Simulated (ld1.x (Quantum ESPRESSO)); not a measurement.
**Varying the RRKJ potential for Hg (Z = 80)**

Base potential:

mercury (Hg), norm-conserving RRKJ (Kleinman–Bylander form), made with ld1.x (Quantum ESPRESSO) 7.5 (PBE, scalar-relativistic). Core [Kr] 4d10 4f14 5s2, reference 5p6 5d10 6s2 6p0. Waves: 5p (bound): rc 1.85 bohr; 5d (bound): rc 1.65 bohr; 6s (bound): rc 2.20 bohr. Local part: the s channel. Core correction: none.

Cutoffs, loose and tight: the cutoffs (Ry, on a coarse ladder) from which the occupation-weighted sum of valence levels, in a spherical-Bessel basis at the reference potential, stays within 10 and 1 mRy of its value at 400 Ry. They do not see the model core or the augmentation charge, which bear on the density cutoff. Test errors are all-electron minus pseudo excitation energies from the reference, over the configurations 5p6 5d10 6s1 6p0; 5p6 5d10 6s0 6p0; 5p6 5d9 6s0 6p0; 5p6 5d10 6s1 6p1; 5p6 5d10 6s1.5 6p0; 5p6 5d9 6s2 6p1; 5p6 5d8 6s0 6p0. A dash means not determined; rows that change the core or the reference have their own tests. The largest error is taken over the tests solved by every variant that gives reliable tests at all: 5p6 5d10 6s0 6p0; 5p6 5d10 6s1 6p0; 5p6 5d10 6s1.5 6p0; 5p6 5d8 6s0 6p0; 5p6 5d9 6s0 6p0; 5p6 5d9 6s2 6p1.

| change | outcome | cutoff, loose | cutoff, tight | bound ghosts | largest test error (meV) |
| --- | --- | --- | --- | --- | --- |
| base | generated | 45 Ry | 70 Ry | none | -782 |
| wave 5p (bound): rc 1.85 bohr becomes 5p (bound): rc 1.68 bohr | generated | 45 Ry | 70 Ry | none | -784 |
| wave 5p (bound): rc 1.85 bohr becomes 5p (bound): rc 1.84 bohr | generated | 45 Ry | 70 Ry | none | -782 |
| wave 5p (bound): rc 1.85 bohr becomes 5p (bound): rc 2.06 bohr | generated | 45 Ry | 70 Ry | none | -796 |
| wave 5p (bound): rc 1.85 bohr becomes 5p (bound): rc 2.28 bohr | generated | 45 Ry | 70 Ry | none | -844 |
| wave 5p (bound): rc 1.85 bohr becomes 5p (bound): rc 2.82 bohr | generated | 45 Ry | 70 Ry | none | -1191 |

(1) What comes out with this change to the base: wave 5p (bound): rc 1.85 bohr becomes 5p (bound): rc 1.40 bohr?

(2) What comes out with this change to the base: wave 5p (bound): rc 1.85 bohr becomes 5p (bound): rc 1.24 bohr?

(3) What comes out with this change to the base: wave 5p (bound): rc 1.85 bohr becomes 5p (bound): rc 2.54 bohr?

## Answers

(1) outcome: generated; cutoff, loose: 70 Ry; cutoff, tight: 110 Ry; bound ghosts: none; largest test error (meV): -793.

(2) outcome: generated; cutoff, loose: 100 Ry; cutoff, tight: 160 Ry; bound ghosts: none; largest test error (meV): -797.

(3) outcome: generated; cutoff, loose: 45 Ry; cutoff, tight: 70 Ry; bound ghosts: none; largest test error (meV): -990.

Reading the sweep of the p radius (base included, trends over the rows without a ghost): The loose cutoff falls from 100 Ry at 1.24 to 45 Ry at 2.82 bohr. A larger radius leaves more room for a smooth pseudo-wave, so fewer plane waves are needed; a smaller one forces it to follow the all-electron wave where it bends sharply. The median size of the test errors (rows with all tests solved) rises from 80.9 meV at 1.24 to 158.8 meV at 2.82 bohr. More of the atom is replaced by a form fitted at one configuration, so other configurations suffer as the radius grows.
